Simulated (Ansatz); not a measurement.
Consider the substitution at a C–B bond: `C=CB(S)Cl` + `O[Si](Cl)(Cl)Cl` → `C=CO[Si](Cl)(Cl)Cl` + `SBCl`.

Isolated molecules relaxed with PBE0-D4/def2-TZVP in Ansatz; ΔE leaves out vibrations. CCSD(T)/CBS adds triple-zeta CCSD(T) − MP2 to the extrapolated MP2 energy (def2 sets, frozen cores). This one scheme is used for every species. Functionals use def2-TZVPP. B3LYP here is the variant with VWN-RPA as its local correlation; programs differ in this. One conformer a species, not always the lowest.

`C=CB(S)Cl`:

Z-matrix (Å, degrees):
```
C
C 1 1.334
H 1 1.086 2 121.1
H 1 1.085 2 122.1 3 180.0
B 2 1.541 1 123.6 3 -0.1
H 2 1.089 1 118.0 3 -180.0
Cl 5 1.762 2 121.4 1 0.3
S 5 1.792 2 118.1 1 -179.7
H 8 1.343 5 97.8 2 180.0
```

`O[Si](Cl)(Cl)Cl`:

Z-matrix (Å, degrees):
```
Si
Cl 1 2.031
Cl 1 2.031 2 107.8
O 1 1.617 2 111.3 3 122.3
Cl 1 2.017 2 109.9 3 -119.8
H 4 0.960 1 118.4 2 -60.4
```

`C=CO[Si](Cl)(Cl)Cl`:

Cartesian coordinates in Å:
```
C -0.852 -1.405 0.456
C -1.049 -0.133 0.760
O -0.308 0.928 0.335
Si 1.001 1.024 -0.615
Cl 0.612 0.307 -2.470
Cl 1.465 2.984 -0.723
Cl 2.554 -0.009 0.175
H -0.049 -1.742 -0.188
H -1.520 -2.149 0.865
H -1.856 0.195 1.406
```

`SBCl`:

Z-matrix (Å, degrees):
```
B
S 1 1.779
Cl 1 1.745 2 118.6
H 1 1.189 2 122.1 3 180.0
H 2 1.343 1 96.0 3 -180.0
```

| level | ΔE (kJ/mol) | difference from CCSD(T)/CBS |
| --- | --- | --- |
| PBE-D4 | 84.1 | -6.9 |
| r2SCAN-D4 | 87.0 | -4.0 |
| PBE0-D4 | 86.7 | -4.3 |
| B3LYP-D4 | 82.0 | -9.0 |
| ωB97X-V | 81.8 | -9.2 |
| ωB97M-V | 85.7 | -5.3 |
| B2PLYP | 87.7 | -3.3 |
| PBE | 86.0 | -5.0 |
| r2SCAN | 87.9 | -3.1 |
| PBE0 | 88.7 | -2.3 |
| B3LYP | 84.7 | -6.3 |
| HF/def2-TZVPP | 84.5 | -6.5 |
| MP2/def2-TZVPP | 94.6 | 3.6 |
| SCS-MP2/def2-TZVPP | 89.8 | -1.2 |
| CCSD/def2-TZVPP | 88.1 | -2.9 |
| CCSD(T)/def2-TZVPP | 88.4 | -2.6 |
| HF/def2-QZVPP | 83.7 | -7.3 |
| MP2/def2-QZVPP | 95.9 | 4.9 |
| SCS-MP2/def2-QZVPP | 91.4 | 0.4 |
| HF/CBS(def2) | 83.6 | -7.4 |
| MP2/CBS(def2) | 97.2 | 6.2 |
| CCSD/CBS(def2) | 90.7 | -0.3 |
| CCSD(T)/CBS | 91.0 | 0 |

Largest T1 diagnostic among the species: 0.013.

In def2-TZVPP, CCSD(T) changes the Hartree–Fock value by +3.9 kJ/mol (the triples alone add +0.3 kJ/mol) and MP2 by +10.1 kJ/mol.
